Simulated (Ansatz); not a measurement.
TaSi7, 8 atoms. Hardware: 4 threads of Arm Neoverse V1 on a shared host.

In the def2 sets Ta takes a core potential; there is no spin–orbit coupling. Correlated methods freeze 35 core orbitals; core or outer-core shells of Ta are correlated, in sets that lack core-valence functions.

(1) How many basis functions does each of these Ansatz runs have, and roughly what does it cost? PBE-D4/def2-TZVP, charge 0 quartet, energy, from earlier orbitals; PBE0-D4/def2-TZVP, charge -1 triplet at the geometry of the charge 0 doublet, energy; BLYP-D4/def2-TZVP, charge 0 doublet, energy, from earlier orbitals; PBE0-D4/def2-TZVP, charge 1 triplet at the geometry of the charge 0 doublet, energy; r2SCAN-D4/def2-TZVP, charge -1 triplet at the geometry of the charge 0 doublet, energy, from earlier orbitals; r2SCAN-D4/def2-TZVP, charge 0 doublet, energy, from earlier orbitals; r2SCAN-D4/def2-TZVP, charge -1 singlet at the geometry of the charge 0 doublet, energy, from earlier orbitals; CCSD(T)/def2-SVP, charge 0 quartet, energy, from earlier orbitals; B97M-V/def2-TZVP, charge 0 doublet, energy, from earlier orbitals; B97M-V/def2-TZVP, charge 0 quartet, energy, from earlier orbitals; PBE0-D4/def2-TZVP, charge 1 singlet at the geometry of the charge 0 doublet, energy; PBE-D4/def2-SVP, charge 0 doublet, energy, from earlier orbitals.

## Answers

(1) Other jobs shared the machine, so times can vary by a factor of up to 3. A dash marks memory too small to be measured apart from the calling script's.

| run | functions | fitting or Cholesky vectors | wall time | peak host memory (GiB) |
| --- | --- | --- | --- | --- |
| PBE-D4/def2-SVP, charge 0 doublet, energy, from earlier orbitals | 158 | 1676 | 7.5 s | – |
| PBE-D4/def2-TZVP, charge 0 quartet, energy, from earlier orbitals | 299 | 2101 | 16 s | 0.78 |
| BLYP-D4/def2-TZVP, charge 0 doublet, energy, from earlier orbitals | 299 | 2101 | 18 s | 0.78 |
| PBE0-D4/def2-TZVP, charge 1 singlet at the geometry of the charge 0 doublet, energy | 299 | 2284 | 19 s | 1.7 |
| r2SCAN-D4/def2-TZVP, charge -1 singlet at the geometry of the charge 0 doublet, energy, from earlier orbitals | 299 | 2101 | 20 s | – |
| r2SCAN-D4/def2-TZVP, charge 0 doublet, energy, from earlier orbitals | 299 | 2101 | 48 s | 0.91 |
| r2SCAN-D4/def2-TZVP, charge -1 triplet at the geometry of the charge 0 doublet, energy, from earlier orbitals | 299 | 2101 | 58 s | 0.94 |
| B97M-V/def2-TZVP, charge 0 doublet, energy, from earlier orbitals | 299 | 2101 | 67 s | 1.2 |
| PBE0-D4/def2-TZVP, charge 1 triplet at the geometry of the charge 0 doublet, energy | 299 | 2284 | 86 s | 1.9 |
| B97M-V/def2-TZVP, charge 0 quartet, energy, from earlier orbitals | 299 | 2101 | 87 s | 1.3 |
| PBE0-D4/def2-TZVP, charge -1 triplet at the geometry of the charge 0 doublet, energy | 299 | 2284 | 1.8 min | 2 |
| CCSD(T)/def2-SVP, charge 0 quartet, energy, from earlier orbitals | 158 | 1479 | 3.1 min | 2.6 |
